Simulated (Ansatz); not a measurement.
```xyz
4

S     0.0025    0.0070    0.0067
O     1.4512    0.0009   -0.0021
O    -0.7156    1.2416    0.0052
O    -0.7111   -1.2458    0.0006
```

Basis set: def2-TZVP (spherical functions). Left uncorrelated: 8 orbitals. Charge 0, multiplicity 1.

Computed with Ansatz (development build ahead of 0.2.0); each method stands on the lowest determinant of its kind that the runs found. Restricted open shells among the atoms or ions are ROHF, correlated in semicanonical orbitals with singles.

The atomization energy at this shape (free ground-state atoms in the same class of orbitals less the molecule, no zero-point energy) of singlet SO₃:

| method | atomization energy |
| --- | --- |
| RHF-MP2 | 15.43 eV |

Question: What does RHF give?

Answer: 6.50 eV.
